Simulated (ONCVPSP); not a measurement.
How hard is this Au ONCV potential?

ONCVPSP 4.0.1 input, shortened (lines: element, Z, core and valence counts, functional; n l f; lmax; l rc ep ncon nbas qcut; lloc lpopt rc5 dvloc0; l nproj debl; icmod fcfact rcfact), PBE, scalar-relativistic:

```
  Au 79.00   10    3        4      upf
    1    0    2.00
    2    0    2.00
    2    1    6.00
    3    0    2.00
    3    1    6.00
    3    2   10.00
    4    0    2.00
    4    1    6.00
    4    2   10.00
    4    3   14.00
    5    0    2.00
    5    1    6.00
    5    2    8.00
    2
    0    1.45    0.00    4    7   10.50
    1    1.25    0.00    5    8    6.60
    2    2.15    0.00    4    9    6.70
    4    5    1.15    2.00
    0    3    1.80
    1    3    2.20
    2    2    3.70
    0    0.00    0.00
```

In the s channel the program set the typed energies aside and used -5.316, 0.050, 1.850 Ha. In the p channel the program set the typed energies aside and used -3.516, 0.250, 2.450 Ha.

For each optimised wave give the share of its norm inside rc, the residual kinetic energy above qcut (Ha) and the cutoffs (Ha) for errors of 10, 1, 0.1 and 0.01 mHa per electron.

```json
{"wave": "5s", "norm inside rc": "0.948", "residual KE": "2.3e-07", "10 mHa": "28.1", "1 mHa": "35.4", "0.1 mHa": "41.5", "0.01 mHa": "46.4"}
{"wave": "s projector 2", "norm inside rc": "0.025", "residual KE": "4.8e-08", "10 mHa": "20.6", "1 mHa": "30.3", "0.1 mHa": "37.9", "0.01 mHa": "44.2"}
{"wave": "s projector 3", "norm inside rc": "0.034", "residual KE": "1.3e-07", "10 mHa": "24.0", "1 mHa": "33.3", "0.1 mHa": "40.8", "0.01 mHa": "46.4"}
{"wave": "5p", "norm inside rc": "0.734", "residual KE": "3.0e-02", "10 mHa": "49.6", "1 mHa": "111.2", "0.1 mHa": "129.2", "0.01 mHa": "142.5"}
{"wave": "p projector 2", "norm inside rc": "0.023", "residual KE": "3.6e-03", "10 mHa": "10.2", "1 mHa": "29.9", "0.1 mHa": "88.2", "0.01 mHa": "117.9"}
{"wave": "p projector 3", "norm inside rc": "0.020", "residual KE": "5.8e-03", "10 mHa": "12.5", "1 mHa": "33.6", "0.1 mHa": "96.2", "0.01 mHa": "172.4"}
{"wave": "5d", "norm inside rc": "0.896", "residual KE": "6.1e-06", "10 mHa": "14.0", "1 mHa": "17.3", "0.1 mHa": "19.7", "0.01 mHa": "22.7"}
{"wave": "d projector 2", "norm inside rc": "0.092", "residual KE": "2.6e-05", "10 mHa": "14.4", "1 mHa": "18.2", "0.1 mHa": "20.9", "0.01 mHa": "29.1"}
```

The occupied waves need 111 Ha and 129 Ha for 1 and 0.1 mHa.
